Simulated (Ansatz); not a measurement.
CH$_{5}$AlBCl, SMILES `[AlH2][BH]CCl`, charge 0, multiplicity 1.

Problem. Give a relaxed structure at PBE0-D4/def2-TZVP (Ansatz). (Estimate.)

Solution. Computed: 
Z-matrix (Å, degrees):
```
B
C 1 1.566
Cl 1 2.181 2 55.4
Al 1 2.119 2 126.0 3 -93.4
H 1 1.201 2 113.9 3 90.0
H 2 1.087 1 120.4 3 -104.4
H 2 1.086 1 122.0 3 103.8
H 4 1.595 1 123.2 2 79.6
H 4 1.597 1 120.2 2 -101.7
```
This is one stationary point; other conformers may exist.
